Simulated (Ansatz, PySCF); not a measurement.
Spin states of H6O5W (SMILES [OH][WH]([OH])([OH])([OH])[OH]), each relaxed with B3LYP-D3(BJ)/def2-TZVP.
State 1 (charge 0, multiplicity 1):
```xyz
12

W     -0.0148    -0.1703     0.1294
O      1.5036    -1.1387     0.7663
H      2.3443    -0.6646     0.7822
O     -1.1480     0.4473     1.5201
H     -1.9442     0.9578     1.3224
O     -1.1770     1.1091    -0.8254
H     -1.0785     1.1594    -1.7792
O     -0.8758    -1.8517     0.0385
H     -0.5551    -2.6475    -0.3955
O      1.3848     1.1657     0.0182
H      1.0940     2.0110    -0.3427
H      0.2465    -0.4901    -1.5403
```
State 2 (charge 0, multiplicity 3):
```csv
atom,x (Å),y (Å),z (Å)
W,-0.1791,0.0959,-0.0714
O,1.3898,-1.1491,-0.0166
H,2.2064,-0.6249,0.0118
O,-1.0208,0.8750,1.4713
H,-1.6797,0.2883,1.8701
O,-1.1965,0.7990,-1.4826
H,-1.0178,0.7224,-2.4235
O,-1.1124,-1.5155,0.4732
H,-0.6700,-2.3594,0.3228
O,1.2264,1.3943,0.2714
H,1.0075,2.0661,0.9303
H,0.8260,-0.7046,-1.6626
```

Singlets are restricted, other states unrestricted; no spin–orbit coupling, no relativity up to Kr; see below for the cores. The largest T1 diagnostic is 0.023.

Correlated levels freeze the inner cores; with def2 sets outer-core shells near the valence are correlated too. CBS(a, b) extrapolates the correlation energy as X⁻³ and adds the Hartree–Fock energy of set b.

Run with Ansatz (an electronic-structure program); PySCF for the dispersion terms. Values without a source in brackets are computed. In def2 rows elements past Kr take small-core potentials, without spin–orbit coupling.

```json
[
 {"level": "SVWN5/def2-TZVPP", "energy of the multiplicity-3 state less that of the multiplicity-1 state (kJ/mol)": "(withheld)"},
 {"level": "PBE/def2-TZVPP", "energy of the multiplicity-3 state less that of the multiplicity-1 state (kJ/mol)": "215.0"},
 {"level": "BLYP-D3(BJ)/def2-TZVPP", "energy of the multiplicity-3 state less that of the multiplicity-1 state (kJ/mol)": "218.5"},
 {"level": "r2SCANh/def2-TZVPP", "energy of the multiplicity-3 state less that of the multiplicity-1 state (kJ/mol)": "(withheld)"},
 {"level": "B3LYP/def2-TZVPP", "energy of the multiplicity-3 state less that of the multiplicity-1 state (kJ/mol)": "208.4"},
 {"level": "B2PLYP-D4/def2-TZVPP", "energy of the multiplicity-3 state less that of the multiplicity-1 state (kJ/mol)": "218.2"},
 {"level": "CCSD/def2-SVP", "energy of the multiplicity-3 state less that of the multiplicity-1 state (kJ/mol)": "204.9"},
 {"level": "CCSD(T)/def2-TZVPP", "energy of the multiplicity-3 state less that of the multiplicity-1 state (kJ/mol)": "218.2"},
 {"level": "CCSD(T)/CBS(def2-SVP, def2-TZVPP)", "energy of the multiplicity-3 state less that of the multiplicity-1 state (kJ/mol)": "212.2"}
]
```

**Question.** Complete the blanks.

**Answer.** 
- SVWN5/def2-TZVPP, energy of the multiplicity-3 state less that of the multiplicity-1 state (kJ/mol): 231.6
- r2SCANh/def2-TZVPP, energy of the multiplicity-3 state less that of the multiplicity-1 state (kJ/mol): 200.2
